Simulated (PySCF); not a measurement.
A species of formula C9H12S has this rotational fingerprint, computed with PBE0/pcSseg-1 in PySCF (dipole) on a GFN2-xTB geometry, gas phase:

| Property | Result |
| --- | --- |
| Rotational constants | A = 2796, B = 698.9, C = 648.7 MHz |
| Dipole components | \|μa\| = 0.81 D, \|μb\| = 0.34 D, \|μc\| = 0.07 D |
| Inertial defect | -124.79 u·Å² |
| κ | -0.95 |

Task: Which candidate fits, each taken in the one conformer that was computed?
A. `[CH3:1][CH2:2][CH2:3][c:4]1[cH:5][cH:6][c:7]([SH:8])[cH:9][cH:10]1` with C1–C2–C3–C4 -67°, C2–C3–C4–C5 100°, C6–C7–S8–H 1°
B. `[CH3:1][C:2](=[S:3])[C@@H:4]1[C@H:5]2[CH2:6][CH:7]=[C:8]([CH3:9])[C@@H:10]12` with C1–C2–C4–C5 -146°
C. `[cH:1]1[cH:2][s:3][c:4]([CH:5]2[CH2:6][CH2:7][CH2:8][CH2:9]2)[cH:10]1` with S3–C4–C5–C6 114°, C4–C5–C6–C7 138°, C5–C6–C7–C8 -36°, C6–C7–C8–C9 42°, C7–C8–C9–C5 -32°

Result: C. It is c1csc(C2CCCC2)c1, a near-prolate asymmetric top, point group C1. The candidates at the same level (rigid rotor, commonest isotopes):

```csv
SMILES,A (MHz),B (MHz),C (MHz),μa (D),μb (D),μc (D),Δ (u·Å²),point group,rotor
CCCc1ccc(S)cc1,2989,541.8,513.0,1.25,0.74,0.37,-116.66,C1,near-prolate asymmetric top
c1csc(C2CCCC2)c1,2796,698.9,648.7,0.81,0.34,0.07,-124.79,C1,near-prolate asymmetric top
CC(=S)[C@@H]1[C@H]2CC=C(C)[C@H]21,2075,694.1,658.8,2.43,0.08,2.22,-204.48,C1,near-prolate asymmetric top
```

`CCCc1ccc(S)cc1` has B 22 % too low; `CC(=S)[C@@H]1[C@H]2CC=C(C)[C@H]21` has A 26 % too low. No structure here is proved a minimum.
